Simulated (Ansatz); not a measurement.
Reaction (formal exchange of groups at a C–C bond): `CC([SiH3])BCl` + BH₃ → `BC([SiH3])BCl` + CH₄

Gas-phase electronic energies from Ansatz, PBE0-D4/def2-TZVP geometries. CBS: MP2 limit from def2 TZ/QZ plus the TZ coupled-cluster correction, frozen cores. This one scheme is used for every species. Functionals use def2-TZVPP. One conformer a species, not always the lowest.

`CC([SiH3])BCl`:

```xyz
13

C    -0.921   -0.827    0.931
C    -0.360   -0.168   -0.334
Si    0.443    1.492    0.135
B     0.740   -0.960   -1.057
Cl    1.053   -0.730   -2.769
H    -0.119   -1.101    1.622
H    -1.607   -0.165    1.467
H    -1.467   -1.741    0.689
H    -1.155    0.129   -1.029
H    -0.554    2.271    0.917
H     1.639    1.264    0.988
H     0.843    2.259   -1.072
H     1.465   -1.722   -0.488
```

BH₃:

Z-matrix (Å, degrees):
```
B
H 1 1.193
H 1 1.193 2 120.0
H 1 1.193 2 120.0 3 180.0
```

`BC([SiH3])BCl`:

```xyz
12

B    -0.256    0.233   -1.455
C    -0.675    0.120    0.025
Si    0.707   -1.167    0.334
B    -0.345    1.339    0.890
Cl   -1.471    1.909    2.109
H    -0.894   -0.301   -2.313
H     0.740    0.833   -1.746
H    -1.632   -0.367    0.219
H     1.125   -1.744   -0.978
H     0.139   -2.253    1.166
H     1.892   -0.555    0.977
H     0.670    1.954    0.772
```

CH₄:

Z-matrix (Å, degrees):
```
C
H 1 1.090
H 1 1.090 2 109.5
H 1 1.090 2 109.5 3 -120.0
H 1 1.090 2 109.5 3 120.0
```

```tsv
species	PBE0 energy (Eh)
`CC([SiH3])BCl`	-855.25252
BH₃	-26.56631
`BC([SiH3])BCl`	-841.38495
CH₄	-40.47541
```

Work out ΔE.

ΔE = (-841.38495) + (-40.47541) − (-855.25252) − (-26.56631) = -0.04153 Eh = -109.0 kJ/mol. CCSD(T)/CBS gives -100.8 kJ/mol.

Largest T1 diagnostic among the species: 0.012.

In def2-TZVPP, CCSD(T) changes the Hartree–Fock value by −17.5 kJ/mol (the triples alone add −3.1 kJ/mol) and MP2 by −20.2 kJ/mol. From PBE to PBE0 (25 % exact exchange), in def2-TZVPP and without D4, ΔE moves by +4.4 kJ/mol.
